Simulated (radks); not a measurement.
The nuclear charge of the neon ion Ne+ is varied continuously with 9 electrons held in [He] 2s2 2p5. Method: Dirac Kohn-Sham, PBE, spin-unpolarised, spherical densities, point nucleus; open shells are shared between the two j in proportion to 2j + 1; computed with a radial shooting solver on a logarithmic mesh with Libxc functionals. By the Hellmann-Feynman theorem dE/dZ = E(electron-nucleus)/Z, the electronic potential at the nucleus.

Z      E (hartree)  E(electron-nucleus)/Z (hartree)   HOMO  e(HOMO) (eV)  <r> HOMO (bohr)
9.5     -113.49110                         -28.4438  2p3/2       -20.726           0.9805
9.75    -120.72072                         -29.3930  2p3/2       -26.251           0.9295
10      -128.18755                         -30.3415  2p3/2       -32.234           0.8841
10.25   -135.89144                         -31.2896  2p3/2       -38.669           0.8434
10.5    -143.83230                         -32.2373  2p3/2       -45.552           0.8066

The central difference of E at Z = 10 is -30.341 hartree, to compare with the third column; the second derivative is -3.79 hartree.
